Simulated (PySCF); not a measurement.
## Radial density of Tc³⁷⁺ (technetium, charge +37)

B2PLYP, [He] 2s2 2p2, high-spin 3P determinant. All numbers are calculated (PySCF 2.14, the spin-free X2C one-electron Hamiltonian (Gaussian nucleus), in an uncontracted even-tempered set (19 s from 14 bohr⁻², ratio 2.2; 12 p from 18 bohr⁻², ratio 2.2; 6 d from 72 bohr⁻², ratio 2.4; 5 f from 110 bohr⁻², ratio 2.4; 4 g from 160 bohr⁻², ratio 2.4)).

| r (bohr) | 4πr²ρ (e/bohr) | 4πr²(ρα − ρβ) |
| --- | --- | --- |
| 0.0306 | 46.53 | 2.7077 |
| 0.0514 | 27.80 | 8.5815 |
| 0.0865 | 28.55 | 15.5219 |
| 0.145 | 25.16 | 10.8731 |
| 0.245 | 4.163 | 1.5484 |
| 0.412 | 0.04248 | 0.0153 |

Densities and radii are taken from the X2C orbitals without a picture-change correction, which distorts them close to the nucleus.

Spin-orbit coupling is strong in this species (close to jj coupling), so the high-spin LS determinant is a model state, not a physical level.
